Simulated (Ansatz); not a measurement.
Species: C2H6ClGa (charge 0, singlet). 
Structure (B3LYP-D3(BJ)/def2-TZVP (Ansatz, a quantum-chemistry and plane-wave program) minimum search):
```
Ga
C 1 1.9679
H 2 1.0894 1 112.09
H 2 1.0909 3 109.29 1 121.40
H 2 1.0912 3 109.16 4 117.42
C 1 1.9679 2 133.26 3 -1.80
H 6 1.0894 1 112.08 2 -4.54
H 6 1.0907 7 109.37 1 121.55
H 6 1.0914 7 109.07 8 117.42
Cl 1 2.1917 2 113.36 3 178.06
```
Charge 0, spin multiplicity 1.

Basis-set convergence of Hartree-Fock and CCSD(T) correlation energies (hartree) with Ansatz. Valence correlation only, unless marked. Spin-orbit coupling is left out. Frozen are the shells of the preceding noble gas and the d and f shells that filled before the atom's block. Non-relativistic.

```csv
basis,functions,E(HF),"E(corr, CCSD(T))"
def2-SVPD,153,-2461.61165,-0.58352
def2-TZVPPD,281,-2462.09604,-0.70150
def2-QZVPPD,498,-2462.15149,-0.74243
```

Extrapolating the two largest sets (X = 3 and 4) as X^-3: E(corr) = (64·(-0.74243) - 27·(-0.70150))/37 = -0.7723 Eh, an estimate of the basis-set limit. The largest set recovers 96.1 % of it, the smallest 75.6 %.
